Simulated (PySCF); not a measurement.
Species: C5H9GeN.
SMILES with atom numbers: `[N:1]#[C:2][C@@H:3]1[CH2:4][CH2:5][CH2:6][GeH2:7]1` (hydrogens: H8 on C3; H9, H10 on C4; H11, H12 on C5; H13, H14 on C6; H15, H16 on Ge7)

Level: CAM-B3LYP/def2-SVPD in PySCF, non-relativistic, on one gas-phase PBE0-D3(BJ)/def2-SVP geometry that isn't relaxed in the solvent. The solvent is an IEF-PCM continuum (cavity from Bondi-type radii × 1.2), and excitations are vertical TDDFT with non-equilibrium linear response and a frozen core. Only the electrostatic response of the medium enters. Spin–orbit coupling is left out although an atom past zinc is present.

Gas-phase singlets (H = HOMO, L = LUMO):

```tsv
state	E (eV)	λ (nm)	f	leading configuration
S1	6.985	177	0.003	H→L 40%
S2	7.407	167	0.086	H→L+1 55%
S3	7.621	163	0.009	H→L 34%
S4	7.769	160	0.028	H→L+1 24%
S5	7.841	158	0.001	H-2→L+1 19%
```

Q: What are the lowest 5 singlets in tetrahydrofuran (ε = 7.426)?

A: 
| state | E (eV) | λ (nm) | f | leading configuration | change by rank (eV) |
| --- | --- | --- | --- | --- | --- |
| S1 | 6.998 | 177 | 0.004 | H→L 30% | +0.013 |
| S2 | 7.383 | 168 | 0.152 | H→L+1 62% | -0.024 |
| S3 | 7.666 | 162 | 0.017 | H→L 45% | +0.045 |
| S4 | 7.810 | 159 | 0.052 | H-1→L+1 33% | +0.041 |
| S5 | 7.914 | 157 | 0.004 | H-3→L+1 30% | +0.073 |

Q: What are the lowest 5 singlets in acetone (ε = 20.49)?

A: 
```csv
state,E (eV),λ (nm),f,leading configuration,change by rank (eV)
S1,6.994,177,0.004,H→L 29%,+0.009
S2,7.381,168,0.149,H→L+1 63%,-0.026
S3,7.668,162,0.018,H→L 47%,+0.047
S4,7.811,159,0.048,H-1→L+1 36%,+0.042
S5,7.924,156,0.006,H-3→L+1 32%,+0.083
```

Q: How do the frontier levels move from gas to acetone?

A: 
```csv
orbital,gas (eV),solvent (eV),change (eV),"Löwdin shares, gas","Löwdin shares, solvent"
LUMO+2,1.33,1.56,+0.23,"Ge7 30 %, H15 12 %, C6 10 %, H16 8 %","Ge7 27 %, N1 11 %, C2 10 %, H16 9 %"
LUMO+1,0.95,1.20,+0.25,"Ge7 35 %, H15 11 %, C3 9 %, H16 8 %","Ge7 32 %, C2 13 %, H15 11 %, C3 9 %"
LUMO,0.79,1.12,+0.33,"Ge7 29 %, H15 8 %, H9 7 %, C4 7 %","Ge7 30 %, H15 8 %, C2 8 %, C4 6 %"
HOMO,-9.45,-9.32,+0.13,"N1 22 %, C3 21 %, Ge7 16 %, C2 14 %","C3 20 %, C6 20 %, Ge7 18 %, N1 13 %"
HOMO-1,-10.24,-9.93,+0.31,"Ge7 23 %, C6 23 %, C5 12 %, H15 8 %","Ge7 23 %, C6 16 %, C5 11 %, H15 9 %"
HOMO-2,-10.58,-10.55,+0.03,"N1 42 %, C2 31 %, C3 10 %, C4 6 %","Ge7 24 %, H16 16 %, H15 12 %, C6 12 %"
HOMO-3,-10.90,-10.74,+0.16,"Ge7 28 %, H16 19 %, H15 14 %, C6 10 %","N1 34 %, C2 24 %, C3 13 %, C4 10 %"
```

The HOMO–LUMO gap goes from 10.24 to 10.44 eV. Rows go by rank; for HOMO-3, HOMO-2, HOMO-1, HOMO and LUMO+2 the atom shares or the degeneracy differ between the runs, so the row needn't follow one orbital.
